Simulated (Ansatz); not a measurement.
`[F][Ge][SH]` + NH₃ → `[NH2][Ge][F]` + H₂S at 298.15 K and 1 bar (ligand exchange at a Ge–S bond).

Computed with Ansatz on PBE0-D4/def2-TZVP structures; ΔE is electronic, products minus reactants. CBS: MP2 limit from def2 TZ/QZ plus the TZ coupled-cluster correction, frozen cores. This one scheme is used for every species. For Ge outer-core shells are correlated without core-valence functions, which leaves a few kJ/mol of doubt a bond. Scalar relativity is left out up to krypton. One conformer a species, not always the lowest.

| species | CCSD(T)/CBS energy (Eh) | H − E (kJ/mol) | S (J/(mol·K)) |
| --- | --- | --- | --- |
| `[F][Ge][SH]` | -2574.33845 | 43.8 | 295.9 |
| NH₃ | -56.50880 | 100.5 | 192.4 |
| `[NH2][Ge][F]` | -2231.86581 | 85.6 | 285.0 |
| H₂S | -398.97279 | 49.9 | 205.7 |

H − E and S are ideal-gas, rigid-rotor, harmonic terms from PBE0-D4/def2-TZVP, for one conformer and one mirror image of each species. 1 Eh = 2625.50 kJ/mol, R = 8.31446 J/(mol·K).

Problem. By hand: ΔE, ΔH, ΔS and ΔG.

Solution. ΔE = (-2231.86581) + (-398.97279) − (-2574.33845) − (-56.50880) = 0.00865 Eh = 22.7 kJ/mol. Δ(H − E) = 85.6 + 49.9 − 43.8 − 100.5 = -8.8, so ΔH = 13.9 kJ/mol. ΔS = 285.0 + 205.7 − 295.9 − 192.4 = 2.4 J/(mol·K). ΔG = 13.9 − 298.15 × (2.4)/1000 = 13.2 kJ/mol.

Problem. By hand: the equilibrium constant, and the temperature at which ΔG would vanish if ΔH and ΔS stayed fixed.

Solution. log₁₀ K = −ΔG/(RT ln 10) = -2.3. ΔG = 0 at ΔH/ΔS = 5792 K, far beyond where these terms or the molecules hold.

The number of gas molecules stays the same, so ΔS is small and ΔH decides. A doubt of 5 kJ/mol in ΔE shifts log₁₀ K by 0.9 here. Other conformers and mirror images would add mixing entropy, several J/(mol·K) or more a flexible species. These are equilibria of isolated gas molecules and say nothing of rates. Largest T1 diagnostic: 0.015 (customary marks: 0.02 for closed shells, 0.045 for open ones).
